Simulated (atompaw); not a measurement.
## What one change does to a pseudopotential (cobalt, PAW (atompaw))

atompaw 4.2.0.5 input, output lines left out:

```
Co 27
LDA-PW scalarrelativistic loggrid 1500 logderivrange -3 5 201
4 4 3 0 0 0
4 1 0
3 2 7
0 0 0
c
c
c
v
c
c
v
v
2
2.65 1.95 2.25 2.10
y
0.95
n
y
0.3
n
y
-0.1
n
custom polynom gramschmidtortho besselshape
bessel
2.65
2.65
2.65
2.20
1.00
1.00
```

All-electron outer shells of the reference configuration (LDA (PW92), scalar-relativistic, ld1.x):

| shell | level (eV) | outermost node (bohr) | outermost maximum (bohr) |
| --- | --- | --- | --- |
| 3s | -101.87 | 0.31 | 0.67 |
| 3p | -65.52 | 0.28 | 0.68 |
| 3d | -8.46 | – | 0.66 |
| 4s | -5.67 | 0.96 | 2.29 |
| 4p | -1.39 | 1.05 | 3.21 |

Change: local potential bessel scheme, radius 2.36 bohr.

Cutoffs: the cutoffs (Ry, on a coarse ladder) from which the occupation-weighted sum of valence levels, in a spherical-Bessel basis at the reference potential, stays within 10 and 1 mRy of its value at 400 Ry; they do not see the model core or the augmentation charge, which bear on the density cutoff.

Task: What does the change do?

Result: The potential gets neither clearly harder nor softer (140 Ry and 230 Ry → 140 Ry and 230 Ry); neither file shows a bound ghost.

```csv
quantity,base,changed
"cutoff, loose",140 Ry,140 Ry
"cutoff, tight",230 Ry,230 Ry
bound ghosts,none,none
s: phases at 2.67 bohr within 0.05 rad from the reference energy up to (Ry; the scan ends near 5),3.5,3.4
p: phases at 2.67 bohr within 0.05 rad from the reference energy up to (Ry; the scan ends near 5),3.8,3.7
d: phases at 2.67 bohr within 0.05 rad from the reference energy up to (Ry; the scan ends near 5),to the end of the scan,to the end of the scan
lowest overlap eigenvalue by channel,"s 0.23, p 0.24, d 1.00","s 0.27, p 0.26, d 1.00"
```

 The cutoffs see the waves, projectors and local potential, not the compensation charge or the core.
